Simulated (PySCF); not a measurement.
C3H4ClNSi, SMILES Cl[Si@@H]1C=CN=C1. Geometry: r2SCAN-D4/def2-SVP. The structure was generated by enumeration; whether it is a known compound was not checked.

### Question
Give the equilibrium geometry at r2SCAN-D4/def2-SVP (PySCF confirms it by a frequency run) as bond lengths and angles. (The exact figures need the calculation; the answer reports its results.)

### Answer

Atoms: Cl1 Si2 C3 C4 N5 C6 H7 H8 H9 H10. Bond lengths (Å): Cl1–Si2 2.073, Si2–C3 1.858, Si2–C6 1.907, Si2–H7 1.489, C3–C4 1.352, C3–H8 1.092, C4–N5 1.437, C4–H9 1.096, N5–C6 1.287, C6–H10 1.100. Bond angles (°): Cl1–Si2–C3 115.1, Cl1–Si2–C6 113.8, Cl1–Si2–H7 107.9, C3–Si2–C6 89.3, C3–Si2–H7 115.7, C6–Si2–H7 114.4, Si2–C3–C4 105.6, Si2–C3–H8 132.2, C4–C3–H8 122.2, C3–C4–N5 120.9, C3–C4–H9 124.7, N5–C4–H9 114.4, C4–N5–C6 113.6, Si2–C6–N5 110.5, Si2–C6–H10 131.0, N5–C6–H10 118.4.
